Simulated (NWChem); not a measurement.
Molecule: CH3FSZr; SMILES [CH3][Zr]([F])=[S]

def2 effective core potentials on Zr; no spin-orbit coupling.

**Question.** Give the equilibrium geometry at PBE0/def2-SVP with def2 effective core potentials on Zr (NWChem) as a Z-matrix, with the point group.

**Answer.** point group C1; any orientation.
```
C
H 1 1.1045
H 1 1.1045 2 106.42
H 1 1.1072 2 107.37 3 116.43
Zr 1 2.2101 2 110.16 3 -122.16
F 5 1.9103 1 108.92 2 -59.85
S 5 2.2059 6 112.57 1 -116.89
```
